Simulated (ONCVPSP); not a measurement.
# In (Z = 49), ONCV: configuration errors across variants

* Element: In (Z = 49)
* Generator: ONCVPSP 4.0.1
* Type: optimised norm-conserving Vanderbilt (ONCV)
* Functional: PBE
* Relativity: fully relativistic
* Frozen core: [Ar] 3d10
* Valence charge: 21
* Reference configuration: 4s2 4p6 4d10 5s2 5p0.5 (charge +0.5)
* Partial waves: 4s+5s: rc 1.35 bohr, ncon 3, nbas 7, qcut 7.2 1/bohr, 2 projectors; 4p+5p: rc 1.70 bohr, ncon 4, nbas 7, qcut 7.8 1/bohr, 2 projectors; 4d: rc 1.50 bohr, ncon 4, nbas 8, qcut 11.4 1/bohr, 3 projectors, debl 2.9 Ha
* Local potential: polynomial inside 1.30 bohr (lpopt 5, dvloc0 2 Ha)
* Core correction: none

Open shells are filled in proportion to 2j + 1.

All-electron excitation energies from the reference (eV): (1) 4s2 4p6 4d10 5s2 5p1 -1.945; (2) 4s2 4p6 4d10 5s2 5p0 3.429; (3) 4s2 4p6 4d10 5s1 5p0 22.665; (4) 4s2 4p6 4d10 5s1 5p1 10.009.

1 further variants failed, have other tests or too few solved ones, and are left out.

Errors AE − PS in meV (a dash: test not solved or not reliable):

```csv
change,(1),(2),(3),(4),bound ghosts,GHOST(+) flags above zero
base,0.0,+0.1,-0.2,+0.1,none,none
"s: rc 0.92; local potential polynomial inside 0.92 bohr (lpopt 5, dvloc0 2 Ha)",0.0,+0.1,+1.0,+0.9,none,s
p: rc 1.32,-0.1,+0.1,-0.1,0.0,none,none
"core correction Teter function, fcfact 4, rcfact 1.65",0.0,+0.1,-1.1,-0.7,none,none
```

Task: Give the same row for: s: ncon 5, nbas 9.

Result: 0.0, +0.1, -0.1, +0.2; bound ghosts: none; GHOST(+) flags above zero: none.
